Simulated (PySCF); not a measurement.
C₂H₁₄Si₄, SMILES [SiH3]C([SiH3])C([SiH3])[SiH3].

Geometry: ωB97X-D3(BJ)/def2-SVP. One conformer was computed; it need not be the lowest.

Method: TDA-PBE/def2-SVPD in PySCF.

Vertical excitations.  State labels are in the subgroup C2.

| state | symmetry | energy (eV) | λ (nm) | f | main pairs |
|---|---|---|---|---|---|
| S1 | A | 6.05 | 205 | 0.005 | HOMO→LUMO 99 % |
| S2 | B | 6.36 | 195 | 0.003 | HOMO−1→LUMO 97 % |
| S3 | B | 6.60 | 188 | 0.038 | HOMO→LUMO+1 96 % |
| S4 | A | 6.63 | 187 | 0.017 | HOMO→LUMO+2 96 % |
| S5 | A | 6.82 | 182 | 0.000 | HOMO→LUMO+3 76 %, HOMO→LUMO+5 22 % |
| S6 | B | 6.83 | 182 | 0.010 | HOMO→LUMO+4 92 % |
| T1 | A | 5.82 | 213 | 0 | HOMO→LUMO 99 % |
| T2 | B | 6.10 | 203 | 0 | HOMO−1→LUMO 99 % |
Triplets are in the Tamm–Dancoff approximation.
